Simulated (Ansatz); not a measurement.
Start from `O[SiH]1[NH][AlH]1` and change one atom or group to get `O[SiH]1[NH][Al]1[Cl]`.

Ansatz, PBE0-D4/def2-TZVP geometries, multiplicity 1. Each molecule was computed in one conformer, which needn't be the lowest.

```
                                      property  `O[SiH]1[NH][AlH]1`
         HOMO energy (ωB97M-V/def2-TZVPP) / eV                -8.22
size of the dipole moment (PBE/def2-TZVPP) / D                 0.89
           HOMO energy (B3LYP/def2-TZVPP) / eV                -6.09
             LUMO energy (PBE/def2-TZVPP) / eV                -1.78
zero-point energy (PBE0-D4/def2-TZVP) / kJ/mol                119.5
         LUMO energy (ωB97M-V/def2-TZVPP) / eV                 0.64
```

(1) Give the same properties after the change, and the shifts. (Estimate.)

## Answers

(1) Computed: 
| property | `O[SiH]1[NH][Al]1[Cl]` | shift |
| --- | --- | --- |
| HOMO energy (ωB97M-V/def2-TZVPP) / eV | -8.63 | -0.41 |
| size of the dipole moment (PBE/def2-TZVPP) / D | 1.22 | 0.33 |
| HOMO energy (B3LYP/def2-TZVPP) / eV | -6.51 | -0.42 |
| LUMO energy (PBE/def2-TZVPP) / eV | -2.03 | -0.25 |
| zero-point energy (PBE0-D4/def2-TZVP) / kJ/mol | 108.2 | -11.3 |
| LUMO energy (ωB97M-V/def2-TZVPP) / eV | 0.47 | -0.17 |

With PBE0 the HOMO falls by 0.42 eV and the LUMO falls by 0.23 eV, so the gap widens by about 0.19 eV. PBE moves the HOMO by -0.40 eV and ωB97M-V by -0.41 eV. Dipoles are sizes alone; their direction can turn.

B3LYP here is the variant with VWN-RPA as its local correlation; programs differ in this.
